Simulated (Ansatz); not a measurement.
C2H8AlB can be A, `CC[BH][AlH2]`, or B, `B[CH2][AlH][CH3]`.

Calculated with Ansatz (gas phase, PBE0-D4/def2-TZVP geometries, no zero-point term in ΔE). CCSD(T)/CBS is the MP2 limit (def2-TZVPP, def2-QZVPP) plus CCSD(T) − MP2 in def2-TZVPP, frozen cores. Functionals use def2-TZVPP. B3LYP here is the variant with VWN-RPA as its local correlation; programs differ in this. Each species was taken in one conformer, which may not be the lowest.

(1) Which is lower in electronic energy at CCSD(T)/CBS, and by how much? (Estimate.)

(2) Give E(B) − E(A) in kcal/mol with CCSD/def2-TZVPP, CCSD(T)/def2-TZVPP, HF/def2-TZVPP, B3LYP, B2PLYP, r2SCAN-D4, PBE0-D4. (Estimate.)

(3) Does the order hold for the free energy at 298.15 K (harmonic terms from PBE0-D4)? (An estimate is asked.)

Largest T1 diagnostic: 0.011.

Answers

(1) Ansatz gave: B, by 29.4 kcal/mol.

(2) Ansatz gave: CCSD/def2-TZVPP -28.2, CCSD(T)/def2-TZVPP -28.9, HF/def2-TZVPP -25.4, B3LYP -29.1, B2PLYP -30.0, r2SCAN-D4 -30.8, PBE0-D4 -28.2. None reverses the order clearly.

(3) The calculation gave: Yes: G(B) − G(A) = -30.1 kcal/mol, for one conformer each. Modes under 60 cm⁻¹, often nearly free rotors, make the harmonic entropy too high.

At CCSD(T), def2-SVP lies +4.8 kcal/mol from the extrapolated value and def2-TZVPP +0.5 kcal/mol. In def2-TZVPP, CCSD(T) changes the Hartree–Fock value by −3.5 kcal/mol (the triples alone add −0.8 kcal/mol) and MP2 by −6.4 kcal/mol.
